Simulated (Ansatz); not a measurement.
Molecular dynamics of BBrH₄Se

Input:

```yaml
crystal:
  periodic: [false, false, false]
  atoms:
    - { symbol: B, position_ang: [-0.291459, -0.784142, -0.204164] }
    - { symbol: Br, position_ang: [-0.710962, 0.179556, 1.909758] }
    - { symbol: H, position_ang: [-1.305614, -0.648848, -0.809786] }
    - { symbol: H, position_ang: [0.18955, -1.834151, 0.080099] }
    - { symbol: H, position_ang: [0.549794, 0.836974, 0.94476] }
    - { symbol: Se, position_ang: [1.208225, 0.613566, -0.663399] }
    - { symbol: H, position_ang: [0.360464, 1.637045, -1.257268] }
basis:
  gaussian: { orbitals: def2-SVP }
hamiltonian:
  xc: hf
md:
  timestep: 0.5
  n_steps: 200
  ensemble: nve
  temperature: 300.0
  initial_velocities: maxwell_boltzmann
  seed: 5309
```

Run as:

```bash
$ ansatz run input.yaml --threads 2 --pin off --max-ram 3072MiB --backend cpu --events-out ev --progress --plain --runs-dir out
```

It starts at the highest image of a converged band, a first-order saddle point between two minima.

Output, in part (one step line in 3, the closing report, with atoms numbered from 0):

```
md step     0: t =     0.00 fs  T =   300.0 K  F+E_penalty+E_count = -136018.85607404 eV  E_kin = 0.193890 eV  conserved = -136018.66218404 eV  (35 SCF iters)
md step     3: t =     1.50 fs  T =   267.0 K  F+E_penalty+E_count = -136018.83447349 eV  E_kin = 0.172581 eV  conserved = -136018.66189262 eV  (34 SCF iters)
md step     6: t =     3.00 fs  T =   221.6 K  F+E_penalty+E_count = -136018.80474673 eV  E_kin = 0.143201 eV  conserved = -136018.66154609 eV  (34 SCF iters)
md step     9: t =     4.50 fs  T =   228.7 K  F+E_penalty+E_count = -136018.80951328 eV  E_kin = 0.147832 eV  conserved = -136018.66168118 eV  (34 SCF iters)
md step    12: t =     6.00 fs  T =   270.6 K  F+E_penalty+E_count = -136018.83668388 eV  E_kin = 0.174917 eV  conserved = -136018.66176661 eV  (34 SCF iters)
md step    15: t =     7.50 fs  T =   335.6 K  F+E_penalty+E_count = -136018.87846748 eV  E_kin = 0.216897 eV  conserved = -136018.66157051 eV  (34 SCF iters)
md step    18: t =     9.00 fs  T =   458.6 K  F+E_penalty+E_count = -136018.95839614 eV  E_kin = 0.296417 eV  conserved = -136018.66197945 eV  (34 SCF iters)
md step    21: t =    10.50 fs  T =   577.9 K  F+E_penalty+E_count = -136019.03633168 eV  E_kin = 0.373497 eV  conserved = -136018.66283425 eV  (32 SCF iters)
md step    24: t =    12.00 fs  T =   613.2 K  F+E_penalty+E_count = -136019.05786211 eV  E_kin = 0.396334 eV  conserved = -136018.66152780 eV  (34 SCF iters)
md step    27: t =    13.50 fs  T =   787.8 K  F+E_penalty+E_count = -136019.17091293 eV  E_kin = 0.509131 eV  conserved = -136018.66178195 eV  (33 SCF iters)
md step    30: t =    15.00 fs  T =  1049.8 K  F+E_penalty+E_count = -136019.34207310 eV  E_kin = 0.678488 eV  conserved = -136018.66358467 eV  (32 SCF iters)
md step    33: t =    16.50 fs  T =  1089.2 K  F+E_penalty+E_count = -136019.36690559 eV  E_kin = 0.703944 eV  conserved = -136018.66296185 eV  (33 SCF iters)
md step    36: t =    18.00 fs  T =   989.1 K  F+E_penalty+E_count = -136019.30104905 eV  E_kin = 0.639226 eV  conserved = -136018.66182335 eV  (33 SCF iters)
md step    39: t =    19.50 fs  T =   979.4 K  F+E_penalty+E_count = -136019.29439713 eV  E_kin = 0.633005 eV  conserved = -136018.66139175 eV  (33 SCF iters)
md step    42: t =    21.00 fs  T =  1146.7 K  F+E_penalty+E_count = -136019.40327684 eV  E_kin = 0.741096 eV  conserved = -136018.66218053 eV  (34 SCF iters)
md step    45: t =    22.50 fs  T =  1324.0 K  F+E_penalty+E_count = -136019.51921817 eV  E_kin = 0.855697 eV  conserved = -136018.66352069 eV  (33 SCF iters)
md step    48: t =    24.00 fs  T =  1288.5 K  F+E_penalty+E_count = -136019.49485501 eV  E_kin = 0.832743 eV  conserved = -136018.66211246 eV  (33 SCF iters)
md step    51: t =    25.50 fs  T =  1275.1 K  F+E_penalty+E_count = -136019.48515831 eV  E_kin = 0.824109 eV  conserved = -136018.66104929 eV  (33 SCF iters)
md step    54: t =    27.00 fs  T =  1432.8 K  F+E_penalty+E_count = -136019.58932834 eV  E_kin = 0.926022 eV  conserved = -136018.66330604 eV  (33 SCF iters)
md step    57: t =    28.50 fs  T =  1419.6 K  F+E_penalty+E_count = -136019.58045855 eV  E_kin = 0.917464 eV  conserved = -136018.66299490 eV  (32 SCF iters)
md step    60: t =    30.00 fs  T =  1259.8 K  F+E_penalty+E_count = -136019.47587225 eV  E_kin = 0.814183 eV  conserved = -136018.66168930 eV  (33 SCF iters)
md step    63: t =    31.50 fs  T =  1209.8 K  F+E_penalty+E_count = -136019.44314093 eV  E_kin = 0.781917 eV  conserved = -136018.66122361 eV  (34 SCF iters)
md step    66: t =    33.00 fs  T =  1364.1 K  F+E_penalty+E_count = -136019.54372500 eV  E_kin = 0.881632 eV  conserved = -136018.66209326 eV  (32 SCF iters)
md step    69: t =    34.50 fs  T =  1536.4 K  F+E_penalty+E_count = -136019.65658607 eV  E_kin = 0.992963 eV  conserved = -136018.66362332 eV  (32 SCF iters)
md step    72: t =    36.00 fs  T =  1467.4 K  F+E_penalty+E_count = -136019.61075668 eV  E_kin = 0.948396 eV  conserved = -136018.66236085 eV  (32 SCF iters)
md step    75: t =    37.50 fs  T =  1402.0 K  F+E_penalty+E_count = -136019.56667557 eV  E_kin = 0.906099 eV  conserved = -136018.66057641 eV  (32 SCF iters)
md step    78: t =    39.00 fs  T =  1599.1 K  F+E_penalty+E_count = -136019.69672719 eV  E_kin = 1.033492 eV  conserved = -136018.66323499 eV  (33 SCF iters)
md step    81: t =    40.50 fs  T =  1651.7 K  F+E_penalty+E_count = -136019.73073399 eV  E_kin = 1.067463 eV  conserved = -136018.66327130 eV  (33 SCF iters)
md step    84: t =    42.00 fs  T =  1504.0 K  F+E_penalty+E_count = -136019.63376050 eV  E_kin = 0.972063 eV  conserved = -136018.66169745 eV  (35 SCF iters)
md step    87: t =    43.50 fs  T =  1451.3 K  F+E_penalty+E_count = -136019.59903622 eV  E_kin = 0.937952 eV  conserved = -136018.66108449 eV  (33 SCF iters)
md step    90: t =    45.00 fs  T =  1620.7 K  F+E_penalty+E_count = -136019.70946568 eV  E_kin = 1.047469 eV  conserved = -136018.66199668 eV  (33 SCF iters)
md step    93: t =    46.50 fs  T =  1822.9 K  F+E_penalty+E_count = -136019.84176944 eV  E_kin = 1.178166 eV  conserved = -136018.66360357 eV  (33 SCF iters)
md step    96: t =    48.00 fs  T =  1781.0 K  F+E_penalty+E_count = -136019.81358798 eV  E_kin = 1.151055 eV  conserved = -136018.66253330 eV  (33 SCF iters)
md step    99: t =    49.50 fs  T =  1716.1 K  F+E_penalty+E_count = -136019.76958143 eV  E_kin = 1.109097 eV  conserved = -136018.66048423 eV  (32 SCF iters)
md step   102: t =    51.00 fs  T =  1927.3 K  F+E_penalty+E_count = -136019.90879324 eV  E_kin = 1.245590 eV  conserved = -136018.66320275 eV  (32 SCF iters)
md step   105: t =    52.50 fs  T =  2000.2 K  F+E_penalty+E_count = -136019.95626549 eV  E_kin = 1.292723 eV  conserved = -136018.66354216 eV  (33 SCF iters)
md step   108: t =    54.00 fs  T =  1829.2 K  F+E_penalty+E_count = -136019.84406057 eV  E_kin = 1.182207 eV  conserved = -136018.66185345 eV  (32 SCF iters)
md step   111: t =    55.50 fs  T =  1728.3 K  F+E_penalty+E_count = -136019.77806614 eV  E_kin = 1.117023 eV  conserved = -136018.66104282 eV  (33 SCF iters)
md step   114: t =    57.00 fs  T =  1866.8 K  F+E_penalty+E_count = -136019.86833548 eV  E_kin = 1.206488 eV  conserved = -136018.66184784 eV  (33 SCF iters)
md step   117: t =    58.50 fs  T =  2075.9 K  F+E_penalty+E_count = -136020.00520675 eV  E_kin = 1.341675 eV  conserved = -136018.66353134 eV  (33 SCF iters)
md step   120: t =    60.00 fs  T =  2051.0 K  F+E_penalty+E_count = -136019.98845302 eV  E_kin = 1.325581 eV  conserved = -136018.66287165 eV  (33 SCF iters)
md step   123: t =    61.50 fs  T =  1944.1 K  F+E_penalty+E_count = -136019.91686153 eV  E_kin = 1.256475 eV  conserved = -136018.66038636 eV  (33 SCF iters)
md step   126: t =    63.00 fs  T =  2122.6 K  F+E_penalty+E_count = -136020.03468045 eV  E_kin = 1.371838 eV  conserved = -136018.66284222 eV  (33 SCF iters)
md step   129: t =    64.50 fs  T =  2220.4 K  F+E_penalty+E_count = -136020.09881019 eV  E_kin = 1.435076 eV  conserved = -136018.66373449 eV  (33 SCF iters)
md step   132: t =    66.00 fs  T =  2046.5 K  F+E_penalty+E_count = -136019.98473416 eV  E_kin = 1.322653 eV  conserved = -136018.66208146 eV  (32 SCF iters)
md step   135: t =    67.50 fs  T =  1898.4 K  F+E_penalty+E_count = -136019.88807143 eV  E_kin = 1.226963 eV  conserved = -136018.66110795 eV  (33 SCF iters)
md step   138: t =    69.00 fs  T =  1980.0 K  F+E_penalty+E_count = -136019.94137798 eV  E_kin = 1.279680 eV  conserved = -136018.66169757 eV  (33 SCF iters)
md step   141: t =    70.50 fs  T =  2166.9 K  F+E_penalty+E_count = -136020.06378950 eV  E_kin = 1.400459 eV  conserved = -136018.66333067 eV  (33 SCF iters)
md step   144: t =    72.00 fs  T =  2151.1 K  F+E_penalty+E_count = -136020.05351288 eV  E_kin = 1.390275 eV  conserved = -136018.66323760 eV  (33 SCF iters)
md step   147: t =    73.50 fs  T =  1991.8 K  F+E_penalty+E_count = -136019.94779870 eV  E_kin = 1.287320 eV  conserved = -136018.66047856 eV  (34 SCF iters)
md step   150: t =    75.00 fs  T =  2110.3 K  F+E_penalty+E_count = -136020.02622549 eV  E_kin = 1.363906 eV  conserved = -136018.66231905 eV  (34 SCF iters)
md step   153: t =    76.50 fs  T =  2237.6 K  F+E_penalty+E_count = -136020.10997130 eV  E_kin = 1.446170 eV  conserved = -136018.66380144 eV  (35 SCF iters)
md step   156: t =    78.00 fs  T =  2093.3 K  F+E_penalty+E_count = -136020.01524250 eV  E_kin = 1.352924 eV  conserved = -136018.66231833 eV  (35 SCF iters)
md step   159: t =    79.50 fs  T =  1930.6 K  F+E_penalty+E_count = -136019.90897001 eV  E_kin = 1.247751 eV  conserved = -136018.66121886 eV  (28 SCF iters)
md step   162: t =    81.00 fs  T =  1977.1 K  F+E_penalty+E_count = -136019.93942367 eV  E_kin = 1.277822 eV  conserved = -136018.66160171 eV  (35 SCF iters)
md step   165: t =    82.50 fs  T =  2151.7 K  F+E_penalty+E_count = -136020.05374753 eV  E_kin = 1.390617 eV  conserved = -136018.66313081 eV  (36 SCF iters)
md step   168: t =    84.00 fs  T =  2154.9 K  F+E_penalty+E_count = -136020.05621590 eV  E_kin = 1.392738 eV  conserved = -136018.66347813 eV  (35 SCF iters)
md step   171: t =    85.50 fs  T =  1971.5 K  F+E_penalty+E_count = -136019.93484344 eV  E_kin = 1.274162 eV  conserved = -136018.66068133 eV  (37 SCF iters)
md step   174: t =    87.00 fs  T =  2037.3 K  F+E_penalty+E_count = -136019.97862679 eV  E_kin = 1.316737 eV  conserved = -136018.66188949 eV  (37 SCF iters)
md step   177: t =    88.50 fs  T =  2180.5 K  F+E_penalty+E_count = -136020.07294827 eV  E_kin = 1.409260 eV  conserved = -136018.66368789 eV  (38 SCF iters)
md step   180: t =    90.00 fs  T =  2078.5 K  F+E_penalty+E_count = -136020.00570667 eV  E_kin = 1.343336 eV  conserved = -136018.66237049 eV  (37 SCF iters)
md step   183: t =    91.50 fs  T =  1940.9 K  F+E_penalty+E_count = -136019.91575781 eV  E_kin = 1.254423 eV  conserved = -136018.66133467 eV  (37 SCF iters)
md step   186: t =    93.00 fs  T =  1984.3 K  F+E_penalty+E_count = -136019.94402249 eV  E_kin = 1.282442 eV  conserved = -136018.66158022 eV  (38 SCF iters)
md step   189: t =    94.50 fs  T =  2157.1 K  F+E_penalty+E_count = -136020.05705264 eV  E_kin = 1.394134 eV  conserved = -136018.66291821 eV  (37 SCF iters)
md step   192: t =    96.00 fs  T =  2194.3 K  F+E_penalty+E_count = -136020.08173336 eV  E_kin = 1.418154 eV  conserved = -136018.66357949 eV  (37 SCF iters)
md step   195: t =    97.50 fs  T =  2020.8 K  F+E_penalty+E_count = -136019.96708140 eV  E_kin = 1.306016 eV  conserved = -136018.66106573 eV  (37 SCF iters)
md step   198: t =    99.00 fs  T =  2036.2 K  F+E_penalty+E_count = -136019.97769892 eV  E_kin = 1.316026 eV  conserved = -136018.66167248 eV  (36 SCF iters)
md step   200: t =   100.00 fs  T =  2136.8 K  F+E_penalty+E_count = -136020.04437372 eV  E_kin = 1.381014 eV  conserved = -136018.66335944 eV  (35 SCF iters)
Total energy: -136020.04437372 eV, -4998.6444330366 hartree
Atom 0 at     0.527809    -0.983515    -1.719069 Å, force     0.303476    -0.673586    -0.310766 eV/Å
Atom 1 at    -1.043639     0.261842     2.589751 Å, force     0.341473     0.544889     0.648499 eV/Å
Atom 2 at    -0.470609    -1.059251    -2.344925 Å, force    -0.485032     0.673974    -0.078912 eV/Å
Atom 3 at     1.029338    -2.040980    -1.555989 Å, force     0.465410    -0.210242     0.429851 eV/Å
Atom 4 at    -1.604712    -0.573325     1.647389 Å, force    -0.366880    -0.543232    -0.609738 eV/Å
Atom 5 at     1.437426     0.585225    -1.107779 Å, force     0.053105    -0.395158     0.041785 eV/Å
Atom 6 at     0.468869     1.500242    -1.630837 Å, force    -0.311551     0.603354    -0.120720 eV/Å
Dipole moment:    -0.205850    -0.048589    -0.206440 e Å
```

The run went to its last step. The conserved energy stayed within 0.26 meV per atom of its start (net change -0.17 meV per atom), so the integration is sound. The system heated up, since it started high on the potential surface and ran downhill. A run of 0.1 ps of so small a system gives no equilibrium averages. The orbitals stay closed-shell, which can raise the energy where a bond breaks towards radicals; this wasn't checked here.

The step under study would form B1–Se6, Br2–H5 and break B1–Br2, H5–Se6. These pairs go: B1–Se6 2.10 → 1.91 Å, Br2–H5 1.72 → 1.38 Å, B1–Br2 2.36 → 4.75 Å, H5–Se6 1.75 → 4.26 Å. In the last frame they stand as after the step (other bonds may differ from the relaxed reactants and products). It ends as BH3Se + BrH. Pairs count as bonded within 1.25 times the sum of covalent radii (0.12 Å more for H–H).

Last frame:

```xyz
7
Properties=species:S:1:pos:R:3
B 0.528 -0.984 -1.719
Br -1.044 0.262 2.590
H -0.471 -1.059 -2.345
H 1.029 -2.041 -1.556
H -1.605 -0.573 1.647
Se 1.437 0.585 -1.108
H 0.469 1.500 -1.631
```

The run took 4.9 min on 2 threads of Arm Neoverse V1, with other jobs on the host, peak memory 0.21 GiB.
